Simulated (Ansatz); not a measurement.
Isomers of Rb₄I₃ (doublet), relaxed with PBE0-D4/def2-SVP; total energies from Ansatz at RPA@PBE/def2-TZVP.

```
isomer                              description  energy (Eh)
     A         point group C3v; 9 × I–Rb 3.55 Å   -987.87007
     B  point group Cs; 9 × I–Rb 3.43 to 3.71 Å   -987.85585
```

In the def2 sets I, Rb take a core potential; there is no spin–orbit coupling. Correlated methods freeze 12 core orbitals; core or outer-core shells of Rb, I are correlated, in sets that lack core-valence functions.

The isomers come from a short search, and lower ones may exist.

Work out the relative energies (1 Eh = 2625.5 kJ/mol) and the Boltzmann populations at 1200 K from electronic energies alone (R = 8.314 J/mol/K).

ΔE: A 0.0, B 37.3 kJ/mol. RT = 9.98 kJ/mol. Factors exp(−ΔE/RT): A 1, B 0.0238; sum 1.024. Populations: A 97.7 %, B 2.3 %. Zero-point energy, vibrational entropy and symmetry numbers are left out and can shift these; an error of 4 kJ/mol changes a ratio by a factor of 1.5. Over the other density-functional and correlated levels in def2 sets, the gap between A and B ranges from 34 to 43 kJ/mol.
